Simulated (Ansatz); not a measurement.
Job for Ansatz (an electronic-structure program): U-SVWN5/def2-TZVPP on SnSb, 2S+1 = 4, a spin state set in the input, which need not be the lowest, a point of a bond scan (R = 2.919 Å). Elements past Kr take the def2 small-core potentials; no spin–orbit coupling.

Ansatz 0.2 input:
```yaml
crystal:
  periodic: [false, false, false]
  atoms:
    - {symbol: Sn, position_ang: [0.00000000, 0.00000000, 0.00000000]}
    - {symbol: Sb, position_ang: [0.00000000, 0.00000000, 2.91890700]}
basis:
  gaussian:
    orbitals: def2-TZVPP
    pivot_positions_ang: [[0.00000000, 0.00000000, 0.00000000], [0.00000000, 0.00000000, 2.91890700]]
hamiltonian:
  xc: {name: SVWN5}
magnetization: {spin_polarized: true, initial_magnetization: 3}
output: {forces: true, orbitals: {seedname: ./end}}
```

The log:

```
WARN ansatz: RAYON_NUM_THREADS=2 ignored (pool sized by the plan → 2); use --threads N
Functional definition: SVWN5
integrals: 0.03 GiB planned
771 factors; their error is unknown
mean field: 0.29 GiB planned
mean field evaluation 1: about -12348.8365 eV, gradient 7.7e0 eV
mean field evaluation 2: about -12348.9408 eV, gradient 6.8e0 eV
mean field evaluation 4: about -12349.1257 eV, gradient 2.4e0 eV
mean field evaluation 8: about -12349.1475 eV, gradient 1.7e0 eV
mean field evaluation 16: about -12349.1610 eV, gradient 1.0e-5 eV
mean field evaluation 32: about -12349.1610 eV, gradient 8.3e-5 eV
mean field evaluation 64: about -12348.4054 eV, gradient 4.7e-1 eV
mean field evaluation 96: about -12348.6817 eV, gradient 2.3e-1 eV
mean field -12349.16095091 eV, -453.8232943838 hartree, gradient 1.0e-5 eV, S^2 3.752606; 11 other end points of the search recorded, 0 dependent functions left out
the calculation of the forces begins
reference -12349.16097841 eV, -453.8232953947 hartree; 24, 21 occupied and 76, 79 virtual orbitals, 771 factors
Total energy: -12349.16097841 eV, -453.8232953947 hartree
Atom 0 at     0.000000     0.000000     0.000000 Å, force    -0.000000     0.000000     0.231821 eV/Å
Atom 1 at     0.000000     0.000000     2.918907 Å, force     0.000000    -0.000000    -0.231821 eV/Å
Dipole moment:     0.000000     0.000000    -0.063901 e Å
```

The calculation finished and met its thresholds.

Cost: about 9 core-seconds (a rough figure).
